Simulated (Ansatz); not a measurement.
Calculated with Ansatz (gas phase, PBE0-D4/def2-TZVP geometries, no zero-point term in ΔE). CCSD(T)/CBS is the MP2 limit (def2-TZVPP, def2-QZVPP) plus CCSD(T) − MP2 in def2-TZVPP, frozen cores. Functionals use def2-TZVPP. Each species was taken in one conformer, which may not be the lowest.

Reaction (formal exchange of groups at the Si–H bond): `[AlH]1[SiH2][S]1` + `CN([SiH3])CF` → `[SiH3][SiH]1[AlH][S]1` + `CNCF`

**Question.** Is it downhill or uphill in electronic energy at CCSD(T)/CBS, and by how much? (An estimate is asked.)

**Answer.** Computed: Uphill: ΔE = +6.5 kcal/mol.

**Question.** What do these levels give: PBE-D4, ωB97M-V, HF/def2-TZVPP, SCS-MP2/def2-TZVPP, CCSD/def2-TZVPP, MP2/def2-QZVPP? (An estimate is asked.)

**Answer.** Ansatz gave: PBE-D4 2.0, ωB97M-V 7.6, HF/def2-TZVPP 9.0, SCS-MP2/def2-TZVPP 8.8, CCSD/def2-TZVPP 7.3, MP2/def2-QZVPP 8.2 kcal/mol.

Largest T1 diagnostic among the species: 0.015.

In def2-TZVPP, CCSD(T) changes the Hartree–Fock value by −2.2 kcal/mol (the triples alone add −0.4 kcal/mol) and MP2 by −0.7 kcal/mol. From PBE to PBE0 (25 % exact exchange), in def2-TZVPP and without D4, ΔE moves by +1.2 kcal/mol.
